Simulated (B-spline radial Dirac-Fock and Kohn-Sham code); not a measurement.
Z = 23 (vanadium), transition energy 10.7 keV. Model: a Dirac-Hartree-Slater potential of the neutral atom with a Latter tail (no hole, which puts coefficients of high multipoles low close above an edge), finite nucleus with surface currents. Program: a radial B-spline solver. Subshells that would emit electrons below 1 keV are left out.

Q: A pure transition shows α(K) = 961, L1/L2 = 0.504 and L1/L3 = 0.273. What is its multipolarity?
A. M3
B. E1
C. E2
D. E4
E. E3
F. M4
G. M2
H. M1

A: C. For comparison, α(K), L1/L2, L1/L3 are E1 22.4, 7.00, 3.72; E3 31400, 0.0487, 0.0267; E4 996000, 0.00423, 0.00233; M1 11.2, 16.5, 39.7; M2 936, 11.0, 3.60; M3 42200, 7.27, 0.730; M4 1.70e+06, 5.25, 0.319.

Values without a named source are computed, but for edge energies of neutral atoms, which are taken from tables.
